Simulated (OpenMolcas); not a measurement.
# Pd3+: moving or changing the point charges

Pd3+ among 6 point charges of -1.7 e arranged as an octahedron (Oh), 2 Å from the ion.
```
   2.0000    0.0000    0.0000  -1.70
   0.0000    2.0000    0.0000  -1.70
  -2.0000    0.0000    0.0000  -1.70
   0.0000   -2.0000    0.0000  -1.70
   0.0000    0.0000    2.0000  -1.70
   0.0000    0.0000   -2.0000  -1.70
```

```json
{
  "Program": "OpenMolcas",
  "Method": "SS-CASPT2, IPEA 0.25 Eh, imaginary shift 0.1 Eh (closed shells correlated: 4s 4p)",
  "Basis": "ANO-RCC-VTZP [7s6p4d2f1g]",
  "Scalar Hamiltonian": "DKH2, point nucleus",
  "Active space": "7 electrons in 5 orbitals (4d)",
  "State averaging": "2S+1 = 4 even, 10 roots; 2S+1 = 2 even, 40 roots",
  "Spin-orbit coupling": "state interaction with AMFI integrals over the reference wave functions"
}
```

Runs around this geometry, states (labels of O, the rotations of Oh). Energies in cm-1 above the lowest state or level, χT in cm3 K/mol; under a threefold ground state the first gap can be a small split of the lowest multiplet, not the spin-orbit step; 10Dq and B are least-squares fits to the states below 45000 cm-1, weighted by degeneracy, with a free offset, and given where the rms deviation is under 5 % of |10Dq| (or 100 cm-1) and under 700 cm-1.

```
R (Å)  q (e)  Ground state  First state of that spin  10Dq  B (rms of fit)  First gap with spin-orbit (degeneracies)  χT at 300 K  First state of another spin
    2  -0.85           4T1                  4T2 2320                                                      560 (2, 4)        4.207                     2E 14250
 1.83   -1.7           4T1                  4T2 8230  8839       728 (439)                                890 (2, 4)        3.259                      2E 9600
    2   -1.7           4T1                  4T2 4930                                                      810 (2, 4)        3.575                     2E 12440
 2.23   -1.7           4T1                  4T2 2590                                                      590 (2, 4)        4.109                     2E 13930
```

Taking the first state of the same spin as R^-n, n = -ln(2590 / 8230) / ln(2.23 / 1.83) = 5.8 between the shortest and longest distance.

Scaling the charges by -0.85 / -1.7 = 0.50 scales the first state of the same spin by 2320 / 4930 = 0.47; with fixed orbitals a first-order splitting would follow the charge.

Roots that are degenerate in the reference are averaged as groups; the widest CASPT2 spread within a group is 320 cm-1 (the 3-fold group of multiplicity 4 near 2590 cm-1 above the lowest state of its run, R = 2.23, q = -1.7). Shifts and gaps below about the spread of the groups concerned are not significant. An orbital triplet at a regular site is open to Jahn-Teller coupling, which can distort the site and quench the lowest spin-orbit gaps and is left out. This shell can be high or low spin here, a state of another spin lies low, and with metal d orbitals alone active their balance is uncertain, so the ground spin may be wrong. Point charges give a weaker field than real ligands, and real ions of this kind are as a rule low spin; the high spin found here belongs to the model. Free-ion shares, where given, are those of the reference states; single-state CASPT2 does not remix them. This field is weak: 10Dq is about 2904 cm-1, while octahedral complexes of 4d ions of charge 3 and more, computed by the same method with explicit ligands, had a median near 25000 cm-1. Ground spin and moment need not be those of a real site (figures for R = 2, q = -0.85; the like holds for R = 1.83, q = -1.7, R = 2, q = -1.7, R = 2.23, q = -1.7). This is an electrostatic model: the charges have no orbitals. No measured value stands beside these numbers.
